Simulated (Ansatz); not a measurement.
The cluster Ag₂S, relaxed as a quintet with UKS PBE-D4/def2-TZVP in Ansatz, starting from the PBE-D4/def2-TZVP geometry of the neutral singlet. Force threshold 0.02 eV/Å.

In the def2 sets Ag takes a core potential; there is no spin–orbit coupling. The relaxation made no stability test and no search for a lower SCF solution. At PBE-D4/def2-TZVP a singlet of charge 0 lies 3.99 eV below the quintet, each at its own geometry. The structure comes from a short search, and lower isomers may exist.

Start:

```xyz
3

Ag   -0.736   -0.237   -1.402
Ag    1.195   -0.671    0.828
S    -0.459    0.908    0.574
```

| step | energy (eV) | largest force component (eV/Å) | SCF passes |
| --- | --- | --- | --- |
| 1 | -18828.5193 | 1.301 | 20 |
| 2 | -18828.6810 | 0.697 | 26 |
| 3 | -18828.7643 | 0.039 | 26 |
| 4 (rejected) | -18828.7641 | 0.063 | 21 |
| 5 | -18828.7652 | 0.001 | 21 |

Force components are those of the run's own axes.

End:

```xyz
3

Ag   -0.6304   -0.3423   -1.3921
Ag    1.1821   -0.7496    0.7022
S    -0.5517    1.0919    0.6899
```

By distances, no bond broke or formed. The bond that changes most is Ag2–S3, from 2.30 to 2.53 Å (atoms count from 1).

No frequencies were taken in this run, so the end may be a saddle point.

It took 4.8 s on 4 threads of Arm Neoverse V2 on a shared host.
